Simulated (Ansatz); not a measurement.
Breaking the B1–H2 bond in BH5OSi (SMILES BO[SiH3]) (multiplicity 1 held, fragments rigid). Energies count from the point at 1.194 Å.
Geometry at that point (charge 0, multiplicity 1):
```json
[
 {"atom": "B", "x (Å)": "-0.3553", "y (Å)": "0.1677", "z (Å)": "1.7461"},
 {"atom": "H", "x (Å)": "-1.1220", "y (Å)": "0.7228", "z (Å)": "2.4744"},
 {"atom": "H", "x (Å)": "0.5157", "y (Å)": "-0.5422", "z (Å)": "2.1656"},
 {"atom": "O", "x (Å)": "-0.4893", "y (Å)": "0.3573", "z (Å)": "0.4177"},
 {"atom": "Si", "x (Å)": "0.3307", "y (Å)": "-0.2012", "z (Å)": "-0.9148"},
 {"atom": "H", "x (Å)": "0.8626", "y (Å)": "0.9682", "z (Å)": "-1.6432"},
 {"atom": "H", "x (Å)": "-0.6298", "y (Å)": "-0.9343", "z (Å)": "-1.7642"},
 {"atom": "H", "x (Å)": "1.4354", "y (Å)": "-1.0943", "z (Å)": "-0.4978"}
]
```

R- and RO- levels are restricted; in cc, def2 and unpolarised 6-31G sets they are followed outwards from rest. U- levels take the lowest unrestricted solution at each point, which mixes spins at long bonds. Active spaces are followed from a long bond inwards. Curves can end on different states.

Frozen-core correlation.

The values were computed with Ansatz (Gaussian basis) for Hartree–Fock, density functionals and correlated methods. Each number belongs to the level named beside it.

Q: Estimate the energy at R = 3.822 Å that U-B3LYP/cc-pV(T+d)Z returns for this input.

A: 451 kJ/mol

Q: Predict the energy at R = 3.822 Å from CASSCF(2,2)/cc-pV(T+d)Z.

A: 404 kJ/mol

Q: What energy at R = 3.822 Å does R-MP2/cc-pV(T+d)Z give?

A: 602 kJ/mol

Doubts at one or more of the structures used: a spin-contaminated determinant (U-B3LYP/cc-pV(T+d)Z); a restricted determinant that unrestricted orbitals would lower (R-MP2/cc-pV(T+d)Z).

Ansatz is a quantum-chemistry and plane-wave program.
